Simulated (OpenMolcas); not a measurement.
OpenMolcas run: Pt⁴⁺

Input:

```
&GATEWAY
Coord
1

Pt 0.0 0.0 0.0
Basis=ANO-R3
Group=XYZ
NoMove
AngMom=0.0 0.0 0.0
AMFI
&SEWARD
&RASSCF
FileOrb=start.orb
Symmetry=1
Spin=5
nActEl=6 0 0
Inactive=15 19
Ras2=5 0
CIRoot=5 5 1
SDav=5
CIMx=300
Iter=120 100
PrWF=0.3
OrbListing=Nothing
MaxOrb=0
Atom
>>> COPY $Project.JobIph JOB001
&RASSCF
FileOrb=start.orb
Symmetry=1
Spin=3
nActEl=6 0 0
Inactive=15 19
Ras2=5 0
CIRoot=45 45 1
SDav=45
CIMx=300
Iter=120 100
PrWF=0.3
OrbListing=Nothing
MaxOrb=0
Atom
>>> COPY $Project.JobIph JOB002
&RASSCF
FileOrb=start.orb
Symmetry=1
Spin=1
nActEl=6 0 0
Inactive=15 19
Ras2=5 0
CIRoot=50 50 1
SDav=50
CIMx=300
Iter=120 100
PrWF=0.3
OrbListing=Nothing
MaxOrb=0
Atom
>>> COPY $Project.JobIph JOB003
&RASSI
NrOfJobIphs=3 5 35 13
1 2 3 4 5
1 2 3 4 5 6 7 8 9 10 11 12 13 14 15 16 17 18 19 20 21 22 23 24 25 26 27
28 29 30 31 32 33 34 35
1 2 3 4 5 6 7 8 9 10 11 12 13
IphNames
JOB001
JOB002
JOB003
EJob
SpinOrbit
DIPRint=1.0
SOCoupling=1000.0
Subsets=2
MEES
Property=10
'ANGMOM' 1 'ANGMOM' 2 'ANGMOM' 3 'MLTPL  1' 1 'MLTPL  1' 2 'MLTPL  1' 3
'AMFI' 1 'AMFI' 2 'AMFI' 3 'MLTPL  2' 6
SOProperty=3
'ANGMOM' 1 'ANGMOM' 2 'ANGMOM' 3
```

Launched by
```bash
OMP_NUM_THREADS=1 MOLCAS_MEM=2252 MOLCAS_PROJECT=a pymolcas a.inp > a.log  # once for each step of the input, in one work folder
```

A driver script runs the steps one by one and writes start.orb anew before each from the orbitals found so far.

Output, cut to the results:

```
--- SEWARD ---
Basis set label: PT.ANO-R...9S7P6D4F2G2H.

      Electronic valence basis set:
      ------------------
      Associated Effective Charge  78.000000 au
      Associated Actual Charge     78.000000 au
      Nuclear Model: Finite nucleus - Gaussian distribution
        Gaussian exponent, Xi/bohr**(-2):  1.43099E+08

      Shell  nPrim  nBasis  Cartesian Spherical Contaminant
         s      26       9        X
         p      20       7        X
         d      15       6                 X
         f      10       4                 X
         g       4       2                 X
         h       3       2                 X
                  Relativistic X2C integrals
                  Atomic mean-field integrals
--- RASSCF ---
Wave function specifications:
      -----------------------------

      Number of closed shell electrons          68
      Number of electrons in active shells       6
      Max number of holes in RAS1 space          0
      Max nr of electrons in RAS3 space          0
      Number of inactive orbitals               34
      Number of active orbitals                  5
      Number of secondary orbitals              89
      Spin quantum number                      2.0
      State symmetry                             1
Orbital specifications:
      -----------------------

      Symmetry species                           1   2
                                                ag  au
      Frozen orbitals                            0   0
      Inactive orbitals                         15  19
      Active orbitals                            5   0
      RAS1 orbitals                              0   0
      RAS2 orbitals                              5   0
      RAS3 orbitals                              0   0
      Secondary orbitals                        37  52
      Deleted orbitals                           0   0
      Number of basis functions                 57  71
      Number of CSFs                             5
      Number of root(s) required                 5
      Iter CI   SX   CI       RASSCF       Energy    max ROT     max BLB   max BLB  Level Ln srch  Step   QN
          iter iter root      energy       change     param      element    value   shift minimum  type update
 Nr of preliminary CI iterations:   1
      Total energies have been shifted. Add               -18000.00 au
        1   1   10    0  -406.40301447    0.00E+00   1.70E-01*  20  29 1  4.20E-01*  0.00   0.00    SX    NO
        2   1   10    0  -406.77213355   -3.69E-01* -2.33E-02   17  23 2  1.86E-01*  0.00   0.00    SX    NO
        3   1   10    0  -406.79394733   -2.18E-02*  1.94E-02   15  41 2 -1.32E-01*  0.00   0.00    SX    NO
        4   1   10    0  -406.80225463   -8.31E-03*  1.40E-02   15  41 2  9.79E-02*  0.00   0.00    SX    NO
        5   1   10    0  -406.80673808   -4.48E-03*  5.85E-03   13  39 2 -7.54E-02*  0.00   0.57    LS   YES
        6   1    8    0  -406.81307971   -6.34E-03*  3.85E-04   12  31 2  2.93E-03*  0.00   1.04    QN   YES
        7   1    7    0  -406.81308964   -9.94E-06* -1.20E-05   15  22 1  1.48E-04*  0.00   1.00    QN   YES
        8   1    4    0  -406.81308966   -1.51E-08*  3.15E-06   15  22 1  1.89E-05   0.00   1.11    QN   YES
        9   1    3    0  -406.81308966   -3.24E-10   3.03E-07    9  28 2 -1.74E-06   0.00   0.93    QN   YES
      Convergence after  9 iterations
       10   1    3    0  -406.81308966   -3.64E-11   3.03E-07    1  23 1  2.50E-07   0.00   0.93    QN   YES
      Natural orbitals and occupation numbers for root  1
      sym 1:   1.000000   1.000000   2.000000   1.000000   1.000000
      Natural orbitals and occupation numbers for root  2
      sym 1:   2.000000   1.000000   1.000000   1.000000   1.000000
      Natural orbitals and occupation numbers for root  3
      sym 1:   1.000000   1.000000   1.000000   1.000000   2.000000
::    RASSCF root number  1 Total energy: -18406.81308966
::    RASSCF root number  2 Total energy: -18406.81308966
::    RASSCF root number  3 Total energy: -18406.81308966
::    RASSCF root number  4 Total energy: -18406.81308966
::    RASSCF root number  5 Total energy: -18406.81308966
--- RASSCF ---
Wave function specifications:
      -----------------------------

      Number of closed shell electrons          68
      Number of electrons in active shells       6
      Max number of holes in RAS1 space          0
      Max nr of electrons in RAS3 space          0
      Number of inactive orbitals               34
...
--- RASSI ---
SPIN-FREE ENERGIES:
  (Shifted by EMIN (a.u.) =     -18406.8130896573)

 SF State       Relative EMIN(au)   Rel lowest level(eV)    D:o, cm**(-1)      L_eff

     1             0.0000000000        0.0000000000              0.0000         2.0
     2             0.0000000000        0.0000000000              0.0000         2.0
     3             0.0000000000        0.0000000000              0.0000         2.0
     4             0.0000000000        0.0000000000              0.0000         2.0
     5             0.0000000000        0.0000000000              0.0000         2.0
     6             0.0887714073        2.4155930525          19483.0719         5.0
     7             0.0887714073        2.4155930525          19483.0719         5.0
     8             0.0887714073        2.4155930525          19483.0719         5.0
     9             0.0887714073        2.4155930525          19483.0719         5.0
    10             0.0887714073        2.4155930525          19483.0719         5.0
    11             0.0887714073        2.4155930525          19483.0719         5.0
    12             0.0887714073        2.4155930525          19483.0719         5.0
    13             0.0887714073        2.4155930525          19483.0719         5.0
    14             0.0887714073        2.4155930525          19483.0719         5.0
    15             0.0887714073        2.4155930525          19483.0719         5.0
    16             0.0887714073        2.4155930525          19483.0719         5.0
    17             0.1002244037        2.7272449606          21996.7141         1.0
    18             0.1002244037        2.7272449606          21996.7141         1.0
    19             0.1002244037        2.7272449606          21996.7141         1.0
    20             0.1020230327        2.7761881484          22391.4675         3.0
    21             0.1020230327        2.7761881484          22391.4675         3.0
...
```

Levels above the lowest, from the spin-orbit matrix, grouped by J:

```json
{"Configuration": "5d6", "Term": "5D", "J": "4", "E (eV)": "0.0000", "g": "1.470", "Term weight %": "88", "Second": "11 3F"}
{"Configuration": "5d6", "Term": "5D", "J": "3", "E (eV)": "0.8353", "g": "1.475", "Term weight %": "92", "Second": "5 3F"}
{"Configuration": "5d6", "Term": "5D", "J": "2", "E (eV)": "0.9093", "g": "1.479", "Term weight %": "72", "Second": "23 3P"}
{"Configuration": "5d6", "Term": "5D", "J": "1", "E (eV)": "1.3396", "g": "1.469", "Term weight %": "83", "Second": "14 3P"}
{"Configuration": "5d6", "Term": "5D", "J": "0", "E (eV)": "1.5845", "g": "", "Term weight %": "89", "Second": "11 3P"}
{"Configuration": "5d6", "Term": "3H", "J": "6", "E (eV)": "2.8483", "g": "1.141", "Term weight %": "84", "Second": "16 1I"}
{"Configuration": "5d6", "Term": "3H", "J": "5", "E (eV)": "2.8577", "g": "1.111", "Term weight %": "54", "Second": "46 3G"}
{"Configuration": "5d6", "Term": "3G", "J": "4", "E (eV)": "3.0490", "g": "1.039", "Term weight %": "45", "Second": "30 3H"}
```

Some high roots are left out of the spin-orbit mixing, which shifts the levels that they would mix with. Without dynamic correlation excited terms often stand tens of per cent too high (terms of higher spin than the ground term too low), and those without a measured partner can miss by more than the paired ones. Levels of configurations outside the active space are missing. The first state left out of the spin-orbit step lies near 31000 cm-1 above the lowest spin-free state of the reference (among the parities and spins computed), and the list stops at four fifths of that energy or lower.

The RASSCF and RASSI steps took 47 s on 1 thread of Intel(R) Xeon(R) Platinum 8488C (Sapphire Rapids), on a shared host; the integral step is not counted.

The term weight is that of the spin-free term in the level, not the purity of its configuration.
